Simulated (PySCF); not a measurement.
## Two-component Hartree-Fock for Br²⁸⁺ (bromine, charge +28)

Start: [He] 2s2 2p3; 2p1/2 filled at m_j = -1/2, +1/2; 2p3/2 filled at m_j = +3/2. Calculated with PySCF 2.14 in an uncontracted even-tempered set (17 s from 9.7 bohr⁻², ratio 2.4; 12 p from 13 bohr⁻², ratio 2.4; 5 d from 46 bohr⁻², ratio 2.6; 4 f from 69 bohr⁻², ratio 2.6): generalised Hartree-Fock with the X2C-1e Hamiltonian and a Gaussian nucleus; one run each with spin-orbit coupling (SO) switched off, then screened by Boettger's factors.

```
spinor shell  electrons  ε, spin-free (eV)  ε, screened SO (eV)  weight of nominal j (screened SO)  rms radius, screened SO (bohr)
       1s1/2          2           -15341.5             -15338.5                              1.000                          0.0490
       2s1/2          2            -3333.4              -3332.5                              1.000                           0.195
       2p1/2          2            -3203.8              -3220.0                              0.936                           0.169
       2p3/2          1            -3203.8              -3176.9                              1.000                           0.172
```

```
   quantity    spin-free  screened SO
E (hartree)  -1871.28742  -1872.30911
        M_J          3/2          3/2
       ⟨J²⟩        3.750        3.758
       ⟨L²⟩        0.000        1.294
       ⟨S²⟩        3.750        2.336
```

Each row is a mean over spinors that exchange with the open shell spreads, by up to 53.203 eV (2s1/2).

Without spin-orbit coupling the j labels of p, d and f shells carry no meaning; the spin-free column gives the mean over the occupied spinors of each nl shell.
